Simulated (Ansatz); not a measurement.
```yaml
crystal:
  periodic: [false, false, false]
  atoms:
    - {symbol: S, position_ang: [-0.878439, 0.362561, -2.128614]}
    - {symbol: Si, position_ang: [-0.126132, 1.354217, -0.389233]}
    - {symbol: O, position_ang: [0.050554, 0.352147, 0.879918]}
    - {symbol: Ge, position_ang: [0.638574, -1.329869, 0.985351]}
    - {symbol: H, position_ang: [-2.098860, 0.144612, -1.609317]}
    - {symbol: H, position_ang: [-1.045531, 2.435876, 0.030821]}
    - {symbol: H, position_ang: [1.176135, 1.897640, -0.850681]}
    - {symbol: H, position_ang: [-0.517557, -2.263461, 0.602533]}
    - {symbol: H, position_ang: [1.052116, -1.509167, 2.450334]}
    - {symbol: H, position_ang: [1.832239, -1.495756, 0.031886]}
basis:
  gaussian: {orbitals: def2-SVP}
magnetization: {spin_polarized: true, initial_magnetization: 1}
hamiltonian: {xc: {name: BLYP}}
scf: {lower_state_search: full}
output: {forces: true}
```

```sh
$ ansatz run in.yaml --threads 4 --pin off --events-out ev --progress --plain --max-ram 10444MiB
```

Output, abridged:

```
Error: a molecule whose nuclei and cores have a total charge of 76 cannot have a net charge of 0 together with 1 unpaired electrons
```

**Question.** Something in this input is off. What?

**Answer.** The number of unpaired electrons doesn't fit the electron count. The input was rejected before any iteration.
